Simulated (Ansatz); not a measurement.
A run on `C[O][W](=[O])([F])([F])[Cl]` with other settings.

```yaml
crystal:
  periodic: [false, false, false]
  atoms:
    - {symbol: C, position_ang: [0.320067, -1.740711, 0.014271]}
    - {symbol: O, position_ang: [-0.303584, -0.559366, 0.447446]}
    - {symbol: W, position_ang: [-0.353488, 1.248307, 0.088323]}
    - {symbol: O, position_ang: [-1.980323, 1.656409, 0.059775]}
    - {symbol: F, position_ang: [0.024354, 0.726768, -1.674242]}
    - {symbol: F, position_ang: [0.161567, 1.597816, 1.841410]}
    - {symbol: Cl, position_ang: [0.786311, 3.156812, -0.481055]}
    - {symbol: H, position_ang: [1.238705, -1.907440, 0.581607]}
    - {symbol: H, position_ang: [-0.364741, -2.574180, 0.176534]}
    - {symbol: H, position_ang: [0.554132, -1.655816, -1.051171]}
basis:
  gaussian: {orbitals: def2-SVPD}
total_charge: 1
magnetization: {spin_polarized: true, initial_magnetization: 1}
hamiltonian: {xc: {name: B97}}
scf: {lower_state_search: light}
output: {forces: true}
```

```sh
$ ansatz run in.yaml --threads 4 --pin off --events-out ev --progress --plain --max-ram 11315MiB
```

Shortened log:

```
Functional definition: B97
1733 factors; their error is unknown
mean field evaluation 1: about -24912.0998 eV, gradient 8.7e1 eV
mean field evaluation 2: about -24592.1449 eV, gradient 2.6e2 eV
mean field evaluation 4: about -24931.6216 eV, gradient 4.8e1 eV
mean field evaluation 8: about -24940.5003 eV, gradient 3.1e0 eV
mean field evaluation 16: about -24940.5508 eV, gradient 6.3e-2 eV
mean field evaluation 32: about -24940.6615 eV, gradient 4.0e-3 eV
mean field -24940.66147952 eV, -916.5524039850 hartree, gradient 3.7e-7 eV, S^2 0.768113; 9 other end points of the search recorded, 0 dependent functions left out
reference -24940.66151860 eV, -916.5524054211 hartree; 37, 36 occupied and 161, 162 virtual orbitals, 1733 factors
Total energy: -24940.66151860 eV, -916.5524054211 hartree
Atom 0 at     0.320067    -1.740711     0.014271 Å, force    -0.580880     0.828443    -0.883144 eV/Å
Atom 1 at    -0.303584    -0.559366     0.447446 Å, force     0.276966    -2.304574     0.420092 eV/Å
Atom 2 at    -0.353488     1.248307     0.088323 Å, force     0.333006     0.818284     0.112487 eV/Å
Atom 3 at    -1.980323     1.656409     0.059775 Å, force    -0.923107     0.168685    -0.008342 eV/Å
Atom 4 at     0.024354     0.726768    -1.674242 Å, force     0.189217     0.159422    -0.017757 eV/Å
Atom 5 at     0.161567     1.597816     1.841410 Å, force     0.043532    -0.001499    -0.099190 eV/Å
Atom 6 at     0.786311     3.156812    -0.481055 Å, force     0.428253     0.930332    -0.375299 eV/Å
Atom 7 at     1.238705    -1.907440     0.581607 Å, force     0.445901    -0.169809     0.644304 eV/Å
Atom 8 at    -0.364741    -2.574180     0.176534 Å, force    -0.323934    -0.514637     0.473489 eV/Å
Atom 9 at     0.554132    -1.655816    -1.051171 Å, force     0.111048     0.085353    -0.266639 eV/Å
Dipole moment:     0.468504    -0.979757    -0.063540 e Å
```

It took 99 s on 4 threads of an Arm Neoverse V2 on a shared host, with 1.5 GiB of host memory at the peak.
